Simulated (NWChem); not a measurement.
System: RbF; SMILES [F][Rb]

NWChem input:

```
start job
memory heap 200 mb stack 900 mb global 1100 mb
geometry units angstroms
  Rb     0.000000     0.000000    -0.489174
  F      0.000000     0.000000     1.828509
end
basis spherical
  * library def2-tzvp
end
ecp
  Rb library def2-ecp
end
dft
  xc xpbe96 cpbe96
  iterations 150
end
driver
  maxiter 120
end
task dft optimize
dft
  grid fine
  convergence energy 1d-8 density 1d-7
end
task dft freq numerical
```

def2 effective core potentials on Rb; no spin-orbit coupling.

The level has its own optimisation; frequencies are unscaled.

Problem. What results follow from this input? (PBE/def2-TZVP with def2 effective core potentials on Rb.) Quantities: basis functions; r F–Rb (Å); highest harmonic frequency (cm⁻¹); zero-point energy (kcal/mol).

Solution. 
| Property | Result |
|---|---|
| number of basis functions | 64 |
| r F–Rb (Å) | 2.355 |
| highest harmonic frequency (cm⁻¹) | 358 |
| zero-point energy (kcal/mol) | 0.5 |
